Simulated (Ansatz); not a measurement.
Geometry optimisation, Ansatz, RKS BLYP/def2-SVP.

The input (input.yaml):

```yaml
crystal:
  periodic: [false, false, false]
  atoms:
    - { symbol: W, position_ang: [-0.042105, -0.047899, -0.004356] }
    - { symbol: F, position_ang: [0.119182, 0.064839, 1.850707] }
    - { symbol: H, position_ang: [1.405061, -1.052099, 0.281482] }
    - { symbol: H, position_ang: [-1.119376, 1.324998, 0.35343] }
    - { symbol: H, position_ang: [-1.703888, -0.419, -0.063884] }
    - { symbol: H, position_ang: [-0.395326, -1.703967, -0.158944] }
    - { symbol: O, position_ang: [0.371059, 0.4543, -1.726127] }
    - { symbol: H, position_ang: [0.833627, 0.982956, -2.401294] }
    - { symbol: H, position_ang: [1.865879, 1.998401, 0.824829] }
    - { symbol: H, position_ang: [1.498088, 1.590473, 1.294258] }
basis:
  gaussian: { orbitals: def2-SVP }
hamiltonian:
  xc: blyp
relax:
  f_tol: 0.03
  max_steps: 50
output:
  orbitals: {}
```

Command:

```bash
$ ansatz run input.yaml --threads 2 --pin off --max-ram 3072MiB --backend cpu --events-out ev --progress --plain --runs-dir out
```

**Question.** Where does it end, and by what steps?

**Answer.** It converged. After 21 steps the energy has fallen by 0.253 eV; H9 moved furthest, 0.73 Å. Joined: W1–H9 (2.92 → 2.19 Å), W1–H10 (2.60 → 2.19 Å).

```tsv
step	energy less start (eV)	largest force component (eV/Å)	accepted
0	0.0000	1.225	yes
1	-0.0879	0.193	yes
2	-0.0931	0.406	yes
3	-0.1007	0.227	yes
4	-0.1032	0.059	yes
5	-0.1063	0.056	yes
6	-0.1071	0.040	yes
7	-0.1087	0.108	yes
8	-0.1099	0.148	yes
9	-0.1111	0.142	yes
10	-0.0841	1.230	no
11	-0.1141	0.321	yes
12	-0.1188	0.782	yes
13	-0.1441	0.567	yes
14	-0.1353	1.300	no
15	-0.1805	0.418	yes
16	-0.2154	0.271	yes
17	-0.2287	0.315	yes
18	-0.2300	0.628	yes
19	-0.2511	0.066	yes
20	-0.2528	0.084	yes
21	-0.2535	0.017	yes
```

```xyz
10
Properties=species:S:1:pos:R:3
W 0.050 0.063 0.115
F -0.049 -0.193 1.968
H 1.528 -0.919 0.327
H -1.000 1.456 0.513
H -1.604 -0.340 -0.094
H -0.265 -1.596 -0.187
O 0.449 0.605 -1.599
H 0.822 1.023 -2.395
H 1.748 1.281 0.780
H 1.154 1.812 0.821
```

Whether the end is a true minimum wasn't checked by a vibrational analysis.

The run took 49 s on 2 threads of Arm Neoverse V1 (shared host), peak memory 0.13 GiB.
